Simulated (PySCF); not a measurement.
Q: Write Cartesian coordinates for `C#CC(=O)NC(C)=S` as optimised with GFN2-xTB.

A: 
```
atom  x, y, z in Å
C1     3.4198    0.0161    0.5016
C2     2.2732    0.0407    0.1483
C3     0.9297    0.0877   -0.3775
O4     0.6754    0.2678   -1.5420
N5    -0.0065   -0.1003    0.6264
C6    -1.3730   -0.1232    0.5309
C7    -2.0034    0.0693   -0.7968
S8    -2.2288   -0.3645    1.9029
H9     4.4163   -0.0094    0.8342
H10    0.3494   -0.2404    1.5669
H11   -1.7095    1.0303   -1.2198
H12   -1.6625   -0.6981   -1.4923
H13   -3.0844    0.0246   -0.7005
```

Any rigid rotation of these coordinates is as good. Atoms count from 1 in this order. Of the pairs four or more bonds apart, O4···C7 is among the closest relative to their van der Waals radii: 2.79 Å, 87 % of the sum of Bondi's values. N5 (amide nitrogen) is planar (angles 128.7°, 116.9° and 114.3°, sum 360.0°, 0.00 Å off the plane of its three neighbours). The C–C distances run from 1.200 Å (C1≡C2, drawn triple) to 1.482 Å (C6–C7, drawn single), a spread of 0.282 Å. The 8 heavy atoms lie in one plane (0.001 Å rms).

Bonds between heavy atoms (Å): C1≡C2 1.200, C2–C3 1.443, C3=O4 1.205, C3–N5 1.385, N5–C6 1.370, C6–C7 1.482, C6=S8 1.635.

Structure optimised with GFN2-xTB, isolated species.

Point group: Cs (tolerance 0.08 Å). No frequency check. One conformer, not necessarily the lowest (C2–C3–N5–C6 180°, C3–N5–C6–C7 0°).

All values are computed, not measured.
